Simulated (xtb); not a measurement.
Si(H)2(Me)(NHMe) (C₂H₉NSi), SMILES CN[SiH2]C. All values are semi-empirical tight-binding results from xtb (GFN2-xTB unless named), good for trends rather than for accurate numbers. Geometry optimised at GFN2-xTB. Other conformers were not sampled.

Optimised geometry:

```xyz
13

Si     0.5566    -0.4042     0.6383
C      1.6134     0.8222    -0.3491
N     -0.9247    -0.6235    -0.2126
C     -1.7731     0.4530    -0.6684
H      1.1383    -1.7482     0.6649
H      0.4303     0.1108     2.0169
H      1.2414     1.8396    -0.2650
H      1.6371     0.5638    -1.4036
H      2.6366     0.8235     0.0135
H     -1.4696    -1.4383     0.0269
H     -2.4534     0.8156     0.1114
H     -1.1492     1.2835    -0.9891
H     -2.3730     0.1216    -1.5192
```
Charge 0, spin multiplicity 1.

```yaml
orbital_gap: 5.66 eV
dipole_moment: 0.96 D
zero_point_energy: 66.5 kcal/mol
G − E(el) at 298.15 K (modified RRHO): 47.5 kcal/mol
static polarisability (D4 model): 65.5 bohr³
solvation energy, GFN2-xTB/ALPB(water): -0.8 kcal/mol
solvation energy, GFN2-xTB/ALPB(methanol): -3.4 kcal/mol
```

Give the atomic charges and the Wiberg bond orders between heavy atoms. (The exact figures need the calculation; the answer reports its results.)

charges (e) Si1 0.47, C2 -0.20, N3 -0.33, C4 -0.02, H5 -0.11, H6 -0.10, H7 0.02, H8 0.03, H9 0.01, H10 0.13, H11 0.02, H12 0.04, H13 0.03. Bond orders Si1–C2 0.90, Si1–N3 1.13, N3–C4 1.04.
